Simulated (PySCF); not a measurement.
## Pd³⁴⁺: ionisation energy

Pd³⁴⁺ [Ne] 3s2 → Pd³⁵⁺ [Ne] 3s1 [3s1/2^1, M_J = 1/2], as a difference of total energies. All numbers are calculated (PySCF 2.14, the two-component X2C-1e Hamiltonian, in an uncontracted even-tempered set (18 s from 6.2 bohr⁻², ratio 2.4; 13 p from 8.1 bohr⁻², ratio 2.4; 4 d from 27 bohr⁻², ratio 2.6; 4 f from 41 bohr⁻², ratio 2.6)). Correlated levels: 1s2 frozen; the 48 highest virtual spinors dropped. "Screened" scales the spin-orbit matrix elements by Boettger's factors to mimic the two-electron term; Breit and QED terms are absent.

| method | ionisation energy (eV) |
| --- | --- |
| GHF (screened spin-orbit) | 2174.7 |
| GMP2 (screened spin-orbit) | 2178.0 |

Q: How much does correlation contribute at GMP2 (screened spin-orbit)?

A: 2178.0 − (2174.7) = 3.3 eV, measured against GHF (screened spin-orbit).

Breit and QED terms and the two-electron picture change are absent.

For comparison: 2181 ± 3 eV (semi-empirical (NIST evaluation); NIST Atomic Spectra Database, ionization energies).
